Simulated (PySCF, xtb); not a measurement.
BH₅OSn, SMILES B[O][SnH3].

xtb with GFN2-xTB at its own geometry gives an orbital gap of 5.15 eV and a dipole moment of 2.48 D.

Geometry: B3LYP-D3(BJ)/def2-SVP. The def2 effective core potentials stand for the cores of Sn; spin–orbit coupling is left out.

Problem. What does PySCF with HF/def2-TZVPD give? (An estimate is asked for; the answer gives what the named calculation found.)

Solution. gap 12.40 eV (levels -11.19 and 1.21 eV), dipole 2.89 D.
